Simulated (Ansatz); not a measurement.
Ansatz (an electronic-structure program) input:

Ansatz 0.2 input:
```yaml
crystal:
  periodic: [false, false, false]
  atoms:
    - {symbol: Si, position_ang: [-0.32292944, 0.17944342, 0.02748732]}
    - {symbol: F, position_ang: [-1.66422414, -0.56046468, 0.06035369]}
    - {symbol: F, position_ang: [-0.39946391, 1.70720199, 0.11530464]}
    - {symbol: Cl, position_ang: [1.35848262, -0.75487316, -0.11563220]}
basis:
  gaussian:
    orbitals: STO-3G
total_charge: 1
magnetization: {spin_polarized: false}
correlation: {method: fci, electrons: outside_noble_gas}
```

Task: Predict the final energy.

Result: -936.19424 Eh (FCI/STO-3G). The basis has 28 functions.
